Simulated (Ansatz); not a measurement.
`CC(C)CB(Cl)Cl`, charge 0, multiplicity 1.

Question: Give a relaxed structure at PBE0-D4/def2-TZVP (Ansatz 0.2.0). (Best estimate.)

Answer: The calculation gave: 
```xyz
16

C    -0.6427   -0.0957   -1.7418
C    -0.2871   -0.3559   -0.2856
C     1.0094   -1.1460   -0.1775
C    -0.1874    0.9557    0.4933
B    -0.0835    0.8772    2.0438
Cl    0.6798    2.1644    2.9544
Cl   -0.7864   -0.4429    2.9567
H    -1.5919    0.4388   -1.8320
H    -0.7295   -1.0316   -2.2994
H     0.1285    0.5102   -2.2281
H    -1.0893   -0.9550    0.1603
H     1.2561   -1.3782    0.8616
H     1.8432   -0.5772   -0.6016
H     0.9418   -2.0912   -0.7213
H     0.6329    1.5693    0.1032
H    -1.0938    1.5582    0.3140
```
This is one stationary point; other conformers may exist.
